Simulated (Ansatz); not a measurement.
Ansatz (a quantum-chemistry and plane-wave program) input (B3LYP-D3(BJ)/def2-TZVP):

Ansatz 0.2 input:
```yaml
crystal:
  periodic: [false, false, false]
  atoms:
    - {symbol: Si, position_ang: [-1.43846753, -0.24763310, 0.54742865]}
    - {symbol: Ge, position_ang: [0.73492862, 0.11446010, -0.32684864]}
    - {symbol: H, position_ang: [-1.96090942, -0.03616755, 1.92507539]}
    - {symbol: H, position_ang: [-2.57244740, -0.76158709, -0.26764062]}
    - {symbol: H, position_ang: [1.15418640, 0.60189491, 1.13772066]}
basis:
  gaussian:
    orbitals: def2-TZVP
hamiltonian:
  xc: b3lyp
  dispersion: d3bj
magnetization: {spin_polarized: true, initial_magnetization: 1}
phonons: {temperatures: {t_min: 298.15, t_max: 298.15, t_step: 100}}
```

Output:

```
Functional definition: B3LYP
integrals: 0.03 GiB planned
782 factors; their error is unknown
mean field: 0.45 GiB planned
mean field evaluation 1: about -64443.8795 eV, gradient 1.3e1 eV
mean field evaluation 2: about -64444.0670 eV, gradient 1.3e1 eV
mean field evaluation 4: about -64444.6073 eV, gradient 5.2e-1 eV
mean field evaluation 8: about -64444.8489 eV, gradient 9.6e-2 eV
mean field evaluation 16: about -64444.8489 eV, gradient 7.5e-5 eV
mean field -64444.84891592 eV, -2368.3045153724 hartree, gradient 7.5e-5 eV, S^2 0.753892; 1 other end points of the search recorded, 0 dependent functions left out
the calculation of the forces begins
reference -64444.84913730 eV, -2368.3045235080 hartree; 25, 24 occupied and 78, 79 virtual orbitals, 782 factors
these checks for a lower state are left out or cut short: stability, starts, cluster_reference, orbital_swaps, neighbouring_geometries, increment
integrals: 0.03 GiB planned
782 factors; their error is unknown
mean field: 0.45 GiB planned
mean field -64444.84881108 eV, -2368.3045115198 hartree, gradient 2.5e-6 eV, S^2 0.753888; 0 other end points of the search recorded, 0 dependent functions left out
the calculation of the forces begins
reference -64444.84903233 eV, -2368.3045196506 hartree; 25, 24 occupied and 78, 79 virtual orbitals, 782 factors
these checks for a lower state are left out or cut short: stability, starts, cluster_reference, orbital_swaps, neighbouring_geometries, increment
integrals: 0.03 GiB planned
782 factors; their error is unknown
mean field: 0.45 GiB planned
mean field evaluation 32: about -64444.8489 eV, gradient 2.5e-6 eV
mean field -64444.84886807 eV, -2368.3045136141 hartree, gradient 2.5e-6 eV, S^2 0.753896; 0 other end points of the search recorded, 0 dependent functions left out
the calculation of the forces begins
reference -64444.84908958 eV, -2368.3045217546 hartree; 25, 24 occupied and 78, 79 virtual orbitals, 782 factors
these checks for a lower state are left out or cut short: stability, starts, cluster_reference, orbital_swaps, neighbouring_geometries, increment
integrals: 0.03 GiB planned
782 factors; their error is unknown
mean field: 0.45 GiB planned
mean field -64444.84887429 eV, -2368.3045138428 hartree, gradient 1.2e-6 eV, S^2 0.753891; 0 other end points of the search recorded, 0 dependent functions left out
the calculation of the forces begins
reference -64444.84909567 eV, -2368.3045219781 hartree; 25, 24 occupied and 78, 79 virtual orbitals, 782 factors
these checks for a lower state are left out or cut short: stability, starts, cluster_reference, orbital_swaps, neighbouring_geometries, increment
integrals: 0.03 GiB planned
782 factors; their error is unknown
mean field: 0.45 GiB planned
mean field -64444.84887422 eV, -2368.3045138399 hartree, gradient 2.6e-6 eV, S^2 0.753893; 0 other end points of the search recorded, 0 dependent functions left out
the calculation of the forces begins
reference -64444.84909560 eV, -2368.3045219758 hartree; 25, 24 occupied and 78, 79 virtual orbitals, 782 factors
these checks for a lower state are left out or cut short: stability, starts, cluster_reference, orbital_swaps, neighbouring_geometries, increment
integrals: 0.03 GiB planned
782 factors; their error is unknown
mean field: 0.45 GiB planned
mean field -64444.84893815 eV, -2368.3045161894 hartree, gradient 1.7e-6 eV, S^2 0.753894; 0 other end points of the search recorded, 0 dependent functions left out
the calculation of the forces begins
reference -64444.84915957 eV, -2368.3045243266 hartree; 25, 24 occupied and 78, 79 virtual orbitals, 782 factors
these checks for a lower state are left out or cut short: stability, starts, cluster_reference, orbital_swaps, neighbouring_geometries, increment
integrals: 0.03 GiB planned
782 factors; their error is unknown
mean field: 0.45 GiB planned
mean field -64444.84882899 eV, -2368.3045121780 hartree, gradient 1.7e-6 eV, S^2 0.753890; 0 other end points of the search recorded, 0 dependent functions left out
the calculation of the forces begins
reference -64444.84905033 eV, -2368.3045203121 hartree; 25, 24 occupied and 78, 79 virtual orbitals, 782 factors
these checks for a lower state are left out or cut short: stability, starts, cluster_reference, orbital_swaps, neighbouring_geometries, increment
integrals: 0.03 GiB planned
782 factors; their error is unknown
mean field: 0.45 GiB planned
mean field evaluation 64: about -64444.8489 eV, gradient 4.0e-5 eV
mean field -64444.84889953 eV, -2368.3045147702 hartree, gradient 1.6e-6 eV, S^2 0.753892; 0 other end points of the search recorded, 0 dependent functions left out
the calculation of the forces begins
reference -64444.84912092 eV, -2368.3045229060 hartree; 25, 24 occupied and 78, 79 virtual orbitals, 782 factors
these checks for a lower state are left out or cut short: stability, starts, cluster_reference, orbital_swaps, neighbouring_geometries, increment
integrals: 0.03 GiB planned
782 factors; their error is unknown
mean field: 0.45 GiB planned
mean field -64444.84888678 eV, -2368.3045143017 hartree, gradient 1.8e-6 eV, S^2 0.753891; 0 other end points of the search recorded, 0 dependent functions left out
the calculation of the forces begins
reference -64444.84910815 eV, -2368.3045224370 hartree; 25, 24 occupied and 78, 79 virtual orbitals, 782 factors
these checks for a lower state are left out or cut short: stability, starts, cluster_reference, orbital_swaps, neighbouring_geometries, increment
integrals: 0.03 GiB planned
782 factors; their error is unknown
mean field: 0.46 GiB planned
mean field -64444.84888408 eV, -2368.3045142025 hartree, gradient 1.6e-6 eV, S^2 0.753893; 0 other end points of the search recorded, 0 dependent functions left out
the calculation of the forces begins
reference -64444.84910549 eV, -2368.3045223392 hartree; 25, 24 occupied and 78, 79 virtual orbitals, 782 factors
these checks for a lower state are left out or cut short: stability, starts, cluster_reference, orbital_swaps, neighbouring_geometries, increment
integrals: 0.03 GiB planned
782 factors; their error is unknown
mean field: 0.45 GiB planned
mean field -64444.84892796 eV, -2368.3045158149 hartree, gradient 2.2e-6 eV, S^2 0.753891; 0 other end points of the search recorded, 0 dependent functions left out
the calculation of the forces begins
reference -64444.84914931 eV, -2368.3045239495 hartree; 25, 24 occupied and 78, 79 virtual orbitals, 782 factors
these checks for a lower state are left out or cut short: stability, starts, cluster_reference, orbital_swaps, neighbouring_geometries, increment
integrals: 0.03 GiB planned
782 factors; their error is unknown
mean field: 0.45 GiB planned
mean field -64444.84887976 eV, -2368.3045140439 hartree, gradient 1.7e-6 eV, S^2 0.753891; 0 other end points of the search recorded, 0 dependent functions left out
the calculation of the forces begins
reference -64444.84910113 eV, -2368.3045221790 hartree; 25, 24 occupied and 78, 79 virtual orbitals, 782 factors
these checks for a lower state are left out or cut short: stability, starts, cluster_reference, orbital_swaps, neighbouring_geometries, increment
integrals: 0.03 GiB planned
782 factors; their error is unknown
mean field: 0.45 GiB planned
mean field evaluation 96: about -64444.8489 eV, gradient 4.9e-5 eV
mean field -64444.84890216 eV, -2368.3045148668 hartree, gradient 2.4e-6 eV, S^2 0.753892; 0 other end points of the search recorded, 0 dependent functions left out
the calculation of the forces begins
reference -64444.84912355 eV, -2368.3045230029 hartree; 25, 24 occupied and 78, 79 virtual orbitals, 782 factors
these checks for a lower state are left out or cut short: stability, starts, cluster_reference, orbital_swaps, neighbouring_geometries, increment
integrals: 0.03 GiB planned
782 factors; their error is unknown
mean field: 0.45 GiB planned
mean field -64444.84885395 eV, -2368.3045130951 hartree, gradient 2.6e-6 eV, S^2 0.753892; 0 other end points of the search recorded, 0 dependent functions left out
the calculation of the forces begins
reference -64444.84907537 eV, -2368.3045212323 hartree; 25, 24 occupied and 78, 79 virtual orbitals, 782 factors
these checks for a lower state are left out or cut short: stability, starts, cluster_reference, orbital_swaps, neighbouring_geometries, increment
integrals: 0.03 GiB planned
782 factors; their error is unknown
mean field: 0.45 GiB planned
mean field -64444.84890117 eV, -2368.3045148305 hartree, gradient 1.3e-6 eV, S^2 0.753892; 0 other end points of the search recorded, 0 dependent functions left out
the calculation of the forces begins
reference -64444.84912251 eV, -2368.3045229646 hartree; 25, 24 occupied and 78, 79 virtual orbitals, 782 factors
these checks for a lower state are left out or cut short: stability, starts, cluster_reference, orbital_swaps, neighbouring_geometries, increment
integrals: 0.03 GiB planned
782 factors; their error is unknown
mean field: 0.45 GiB planned
mean field -64444.84890383 eV, -2368.3045149282 hartree, gradient 1.9e-6 eV, S^2 0.753893; 0 other end points of the search recorded, 0 dependent functions left out
the calculation of the forces begins
reference -64444.84912522 eV, -2368.3045230642 hartree; 25, 24 occupied and 78, 79 virtual orbitals, 782 factors
these checks for a lower state are left out or cut short: stability, starts, cluster_reference, orbital_swaps, neighbouring_geometries, increment
integrals: 0.03 GiB planned
782 factors; their error is unknown
mean field: 0.45 GiB planned
mean field -64444.84890502 eV, -2368.3045149718 hartree, gradient 2.7e-6 eV, S^2 0.753891; 0 other end points of the search recorded, 0 dependent functions left out
the calculation of the forces begins
reference -64444.84912639 eV, -2368.3045231071 hartree; 25, 24 occupied and 78, 79 virtual orbitals, 782 factors
these checks for a lower state are left out or cut short: stability, starts, cluster_reference, orbital_swaps, neighbouring_geometries, increment
integrals: 0.03 GiB planned
782 factors; their error is unknown
mean field: 0.45 GiB planned
mean field evaluation 128: about -64444.8489 eV, gradient 2.3e-5 eV
mean field -64444.84892671 eV, -2368.3045157689 hartree, gradient 1.0e-6 eV, S^2 0.753892; 0 other end points of the search recorded, 0 dependent functions left out
the calculation of the forces begins
reference -64444.84914811 eV, -2368.3045239052 hartree; 25, 24 occupied and 78, 79 virtual orbitals, 782 factors
these checks for a lower state are left out or cut short: stability, starts, cluster_reference, orbital_swaps, neighbouring_geometries, increment
integrals: 0.03 GiB planned
782 factors; their error is unknown
mean field: 0.45 GiB planned
mean field -64444.84888775 eV, -2368.3045143375 hartree, gradient 2.9e-6 eV, S^2 0.753891; 0 other end points of the search recorded, 0 dependent functions left out
the calculation of the forces begins
reference -64444.84910912 eV, -2368.3045224724 hartree; 25, 24 occupied and 78, 79 virtual orbitals, 782 factors
these checks for a lower state are left out or cut short: stability, starts, cluster_reference, orbital_swaps, neighbouring_geometries, increment
integrals: 0.03 GiB planned
782 factors; their error is unknown
mean field: 0.45 GiB planned
mean field -64444.84890308 eV, -2368.3045149007 hartree, gradient 1.2e-6 eV, S^2 0.753892; 0 other end points of the search recorded, 0 dependent functions left out
the calculation of the forces begins
reference -64444.84912446 eV, -2368.3045230364 hartree; 25, 24 occupied and 78, 79 virtual orbitals, 782 factors
these checks for a lower state are left out or cut short: stability, starts, cluster_reference, orbital_swaps, neighbouring_geometries, increment
integrals: 0.03 GiB planned
782 factors; their error is unknown
mean field: 0.45 GiB planned
mean field -64444.84889233 eV, -2368.3045145058 hartree, gradient 2.2e-6 eV, S^2 0.753892; 0 other end points of the search recorded, 0 dependent functions left out
the calculation of the forces begins
reference -64444.84911371 eV, -2368.3045226413 hartree; 25, 24 occupied and 78, 79 virtual orbitals, 782 factors
Total energy: -64445.04431374 eV, -2368.3116961098 hartree
Atom 0 at    -1.438468    -0.247633     0.547429 Å, force     0.000089    -0.000019    -0.000170 eV/Å
Atom 1 at     0.734929     0.114460    -0.326849 Å, force    -0.000003     0.000012     0.000049 eV/Å
Atom 2 at    -1.960909    -0.036168     1.925075 Å, force    -0.000202     0.000013     0.000262 eV/Å
Atom 3 at    -2.572447    -0.761587    -0.267641 Å, force     0.000011    -0.000009    -0.000047 eV/Å
Atom 4 at     1.154186     0.601895     1.137721 Å, force     0.000106     0.000004    -0.000095 eV/Å
Dipole moment:    -0.142091    -0.032227     0.023702 e Å
Vibrations: 185.97 349.76 367.61 370.48 656.62 965.86 1885.09 2178.67 2203.27 cm⁻¹, zero-point energy 0.568054 eV
```

It need not be the lowest isomer of its formula.
